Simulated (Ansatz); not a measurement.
Cost and result for the atomization energy of ClH$_{6}$InO$_{2}$Si$_{2}$ (`[SiH3][O][In]([Cl])[O][SiH3]`) (12 atoms, 11 bonds).

Cartesian coordinates in Å:
```
Si 1.2451 1.2664 1.3124
O 1.6975 0.8875 -0.2142
In 1.0022 -0.2618 -1.6358
Cl 2.1842 -0.5695 -3.5640
O -0.7243 -1.1429 -1.3742
Si -1.9027 -1.0948 -0.2393
H 0.5828 0.1070 1.9774
H 2.4556 1.6390 2.0889
H 0.2913 2.4087 1.3138
H -2.0149 0.2674 0.3580
H -3.1957 -1.4468 -0.8806
H -1.6211 -2.0603 0.8576
```

The species carries charge 0 and has multiplicity 1. Correlated methods include outer-core shells of In, which these sets cover unevenly. In: def2 effective core potential. Geometry: relaxed with PBE0-D4/def2-TZVP. It is one conformer, not always the lowest. Program: Ansatz. All runs use 2 threads of an AMD EPYC 7R13 on a shared host and a share of an NVIDIA H100 80 GB. Times are those of one run each, without the atoms' runs, and a repeat can differ threefold. Electronic energies, without spin–orbit coupling; frozen cores. CCSD(T)/CBS adds CCSD(T) − MP2 in def2-TZVPP to the MP2 limit, and its time is that of the two runs behind it. T1 = 0.015. With those shells the extrapolation isn't a true limit. B3LYP takes the VWN-RPA correlation (the form of Gaussian; ORCA's B3LYP/G).

CCSD(T)/CBS is a level of theory with its own doubt, some kJ/mol a heavy atom from the limit and from the frozen cores, so smaller differences don't rank the functionals.

```csv
level,functions,wall time
PBE-D4/def2-TZVPP (with forces),322,3 s
r2SCAN-D4/def2-TZVPP (with forces),322,3.2 s
PBE0-D4/def2-TZVPP,322,3.6 s
B3LYP-D4/def2-TZVPP (with forces),322,7 s
B2PLYP/def2-TZVPP,322,7.5 s
ωB97X-V/def2-TZVPP,322,7.5 s
MP2/def2-QZVPP,586,8.5 s
ωB97M-V/def2-TZVPP (with forces),322,11 s
CCSD(T)/def2-TZVPP,322,13 s
CCSD(T)/CBS(def2),–,21 s
```

(1) What atomization energy does each give, and how far from CCSD(T)/CBS? (Best estimate.)

Answers

(1) The calculation gave: 
```tsv
level	atomization (kcal/mol)	difference from CCSD(T)/CBS	per bond
PBE-D4/def2-TZVPP (with forces)	905.1	-17.2	-1.6
r2SCAN-D4/def2-TZVPP (with forces)	912.2	-10.1	-0.9
PBE0-D4/def2-TZVPP	893.5	-28.8	-2.6
B3LYP-D4/def2-TZVPP (with forces)	902.1	-20.2	-1.8
B2PLYP/def2-TZVPP	897.2	-25.1	-2.3
ωB97X-V/def2-TZVPP	920.8	-1.5	-0.1
MP2/def2-QZVPP	925.0	2.7	0.2
ωB97M-V/def2-TZVPP (with forces)	914.2	-8.1	-0.7
CCSD(T)/def2-TZVPP	891.6	-30.7	-2.8
CCSD(T)/CBS(def2)	922.3	0.0	0.0
```

From PBE to PBE0 (25 % exact exchange), in def2-TZVPP and without D4, the atomization energy moves by −10.7 kcal/mol: exact exchange takes away binding that semilocal exchange gives to molecules. The D4 term adds +12.4 kcal/mol with B3LYP and +6.7 kcal/mol with PBE0; it sums over pairs of atoms, weighted by their polarisabilities, and B3LYP, whose exchange is more repulsive, gets the larger term. In def2-TZVPP, CCSD(T) changes the Hartree–Fock value by +226.9 kcal/mol (the triples alone add +13.9 kcal/mol) and MP2 by +241.5 kcal/mol; breaking electron pairs costs correlation energy, which Hartree–Fock lacks.

Spin–orbit coupling would lower the free In atoms strongly, and the atomization energy with them, by more than many differences here.
